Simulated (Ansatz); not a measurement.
Input file for Ansatz (a first-principles code): R-B3LYP/def2-TZVPPD on H2 (SMILES [H][H]). Files ending in .json are basis or fitting sets from the Basis Set Exchange.

Ansatz 0.2 input:
```yaml
crystal:
  periodic: [false, false, false]
  atoms:
    - {symbol: H, position_ang: [-0.21497935, -0.20729653, 2.54534587]}
    - {symbol: H, position_ang: [0.05452262, -0.44675102, 3.19861632]}
basis:
  gaussian:
    orbitals: def2-TZVPPD.json
hamiltonian:
  xc: {name: B3LYP}
scf: {lower_state_search: off}
```

Predict the final total energy.

-1.1800 hartree.
